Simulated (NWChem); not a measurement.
System meant: C₃H₇NSi; SMILES C#CC[SiH2]N

Input file for NWChem:

```
start job
memory heap 200 mb stack 900 mb global 1100 mb
geometry units angstroms noautoz
  C      0.637061    -2.477260     0.220903
  C     -0.141129    -1.610424    -0.105448
  C     -1.024369    -0.508350    -0.466222
  Si    -0.374045     1.130821     0.258824
  N      1.254992     1.332308    -0.298665
  H      1.292603    -3.271793     0.494639
  H     -2.042613    -0.689199    -0.095265
  H     -1.090663    -0.409002    -1.557608
  H     -1.172383     2.277082    -0.256971
  H     -0.577287     1.065760     1.738628
  H      1.714611     2.228398    -0.189496
  H      1.905400     0.572284    -0.129532
end
basis spherical
  * library def2-svp
end
dft
  odft
  mult 2
  xc pbe0
  iterations 150
  mulliken
end
task dft energy
```

End of the output:

```
 Summary of "ao basis" -> "" (spherical)
 ------------------------------------------------------------------------------
       Tag                 Description            Shells   Functions and Types
 ---------------- ------------------------------  ------  ---------------------
 *                          def2-svp                  on all atoms

                                 NWChem DFT Module
                                 -----------------

 Summary of "ao basis" -> "ao basis" (spherical)
 ------------------------------------------------------------------------------
       Tag                 Description            Shells   Functions and Types
 ---------------- ------------------------------  ------  ---------------------
 C                          def2-svp                 6       14   3s2p1d
 Si                         def2-svp                 8       18   4s3p1d
 N                          def2-svp                 6       14   3s2p1d
 H                          def2-svp                 3        5   2s1p

 Summary of "ao basis" -> "ao basis" (spherical)
 ------------------------------------------------------------------------------
       Tag                 Description            Shells   Functions and Types
 ---------------- ------------------------------  ------  ---------------------
 C                          def2-svp                 6       14   3s2p1d
 Si                         def2-svp                 8       18   4s3p1d
 N                          def2-svp                 6       14   3s2p1d
 H                          def2-svp                 3        5   2s1p

  number of electrons :                   46
  multiplicity        :                    2
 ------------------------------------------------------------------------
  no. of electrons and multiplicity not compatible                  46
 ------------------------------------------------------------------------
 ------------------------------------------------------------------------
  current input line :
    27: task dft energy
 ------------------------------------------------------------------------
 ------------------------------------------------------------------------
 There is an error in the input file
 ------------------------------------------------------------------------
 For more information see the NWChem manual at https://nwchemgit.github.io

0: no. of electrons and multiplicity not compatible:Received an Error in Communication
```

### Question
Can this run be used? If not, why, and what is the fix?

### Answer
The program refused the input. Cause: the multiplicity doesn't fit the number of electrons (an even count wants an odd multiplicity, and the reverse). This input runs:
```
start job
memory heap 200 mb stack 900 mb global 1100 mb
geometry units angstroms noautoz
  C      0.637061    -2.477260     0.220903
  C     -0.141129    -1.610424    -0.105448
  C     -1.024369    -0.508350    -0.466222
  Si    -0.374045     1.130821     0.258824
  N      1.254992     1.332308    -0.298665
  H      1.292603    -3.271793     0.494639
  H     -2.042613    -0.689199    -0.095265
  H     -1.090663    -0.409002    -1.557608
  H     -1.172383     2.277082    -0.256971
  H     -0.577287     1.065760     1.738628
  H      1.714611     2.228398    -0.189496
  H      1.905400     0.572284    -0.129532
end
basis spherical
  C library def2-svp
  Si library def2-svp
  N library def2-svp
  H library def2-svp
end
dft
  xc pbe0
  iterations 150
  mulliken
end
task dft energy
```
It converges to -462.17839 Ha (PBE0/def2-SVP).
